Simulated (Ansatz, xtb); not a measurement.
**Relative energy of two isomers of C6H5NS2**

Structure a is `Nc1cc2sccc2s1`, a singlet and structure b is `Nc1csc2ccsc12`, a singlet. Both are isolated molecules in the gas phase, relaxed with PBE-D3(BJ)/def2-SVP; the shapes shown needn't be the lowest conformers.

a (Å):

```yaml
atoms:
  - { symbol: C, position_ang: [-0.1109, 0.3765, -0.8627] }
  - { symbol: C, position_ang: [0.1220, -0.1674, 0.3930] }
  - { symbol: C, position_ang: [0.0081, -1.5917, 0.3668] }
  - { symbol: C, position_ang: [-0.1376, -4.0883, 0.3348] }
  - { symbol: C, position_ang: [-0.3769, -3.5563, -0.9187] }
  - { symbol: C, position_ang: [-0.2957, -2.1336, -0.8933] }
  - { symbol: N, position_ang: [-0.1768, 1.7134, -1.2290] }
  - { symbol: S, position_ang: [0.1897, -2.8644, 1.5416] }
  - { symbol: S, position_ang: [-0.4786, -0.8575, -2.0794] }
  - { symbol: H, position_ang: [0.1585, 1.9279, -2.1715] }
  - { symbol: H, position_ang: [0.2242, 2.3507, -0.5375] }
  - { symbol: H, position_ang: [0.3680, 0.4366, 1.2757] }
  - { symbol: H, position_ang: [-0.1371, -5.1440, 0.6305] }
  - { symbol: H, position_ang: [-0.6023, -4.1646, -1.8041] }
```

b (Å):

```xyz
14

C     0.0978    0.0619   -0.4116
C     0.6682    0.1247    0.8552
C     0.1710   -2.2376    0.2381
C    -0.1204   -3.5894   -0.1182
C    -0.6898   -3.6619   -1.3743
C    -0.1811   -1.3054   -0.7519
N    -0.1218    1.1301   -1.2803
S     0.8787   -1.4410    1.6145
S    -0.8689   -2.1010   -2.1421
H    -0.9544    1.0251   -1.8660
H    -0.1109    2.0473   -0.8299
H     0.9906    1.0262    1.3900
H     0.0758   -4.4674    0.5107
H    -1.0184   -4.5592   -1.9128
```

Quicker runs give these differences E(b) − E(a): GFN2-xTB +0.37 kJ/mol; HF/STO-3G +4.99 kJ/mol (at GFN2-xTB geometries); r2SCAN-D4/def2-SVP −2.31 kJ/mol (at GFN2-xTB geometries).

Q: Estimate which is lower in electronic energy at CCSD(T)/def2-SVP + ΔMP2/def2-TZVPP, and by roughly how much.

A: Too close to call at this level: CCSD(T)/def2-SVP + ΔMP2/def2-TZVPP gives E(b) − E(a) = −7.81 kJ/mol.

Level by level:

```csv
level,geometry,E(b) − E(a) (kJ/mol),departure from the last row (kJ/mol),"job, with rough time for the two"
GFN2-xTB,GFN2-xTB,+0.37,+8.18,"optimisation, 0.19 s"
HF/STO-3G,GFN2-xTB,+4.99,+12.80,"single point, 0.64 s"
r2SCAN-D4/def2-SVP,GFN2-xTB,−2.31,+5.49,"single point, 5.5 s"
PBE-D3(BJ)/def2-SVP,PBE-D3(BJ)/def2-SVP,−1.96,+5.84,"optimisation, 31 s"
HF/def2-SVP,PBE-D3(BJ)/def2-SVP,−2.96,+4.85,part of the CCSD(T) run
MP2/def2-SVP,PBE-D3(BJ)/def2-SVP,−4.39,+3.41,part of the CCSD(T) run
CCSD(T)/def2-SVP,PBE-D3(BJ)/def2-SVP,−4.41,+3.40,single point
CCSD(T)/def2-SVP + ΔMP2/def2-TZVPP,PBE-D3(BJ)/def2-SVP,−7.81,,"single point, 2.4 min"
```

As drawn, both hold the same kinds of bond in the same numbers.

HF/STO-3G puts the two in the other order. GFN2-xTB, PBE-D3(BJ)/def2-SVP find them nearly level. The largest departure from CCSD(T)/def2-SVP + ΔMP2/def2-TZVPP is that of HF/STO-3G, 12.80 kJ/mol. The last row adds to CCSD(T) the change of the MP2 difference between the two basis sets, here −3.40 kJ/mol.

With thermal terms from frequencies at re-optimised GFN2-xTB minima (ideal gas, soft modes damped towards free rotors, one conformer each, 298.15 K, 1 atm): the zero-point term adds +0.71 kJ/mol; ΔH is −7.31 and ΔG −6.87 kJ/mol.

The correlated steps freeze 17 core orbitals. Codes used: Ansatz 0.2.0, xtb 6.7.1; the last row on 4 threads of Arm Neoverse V1 on a shared host.
